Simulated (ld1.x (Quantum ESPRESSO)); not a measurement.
Pseudopotential generation for P: TM, PBEsol, scalar-relativistic.

- Element: P (Z = 15)
- Generator: ld1.x (Quantum ESPRESSO) 7.5
- Type: norm-conserving Troullier–Martins (Kleinman–Bylander form)
- Functional: PBEsol
- Relativity: scalar-relativistic
- Frozen core: [Ne]
- Valence charge: 5
- Reference configuration: 3s2 3p1.5 (charge +1.5)
- Partial waves: 3s (bound): rc 1.35 bohr; 3p (bound): rc 1.85 bohr
- Local potential: all-electron potential smoothed inside 1.45 bohr (lloc = -1)
- Core correction: Bessel-smoothed model core inside 1.25 bohr

* Cutoffs needed: 35 Ry and 70 Ry (the cutoffs (Ry, on a coarse ladder) from which the occupation-weighted sum of valence levels, in a spherical-Bessel basis at the reference potential, stays within 10 and 1 mRy of its value at 400 Ry)
* Ghost test: no extra level below or beside the all-electron valence levels (s, p, d, f tested) (spherical-Bessel basis up to 400 Ry, 20 bohr box)
* Largest excitation error: +140 meV (all-electron minus pseudo) for 3s1 3p0, out of 7 test configurations
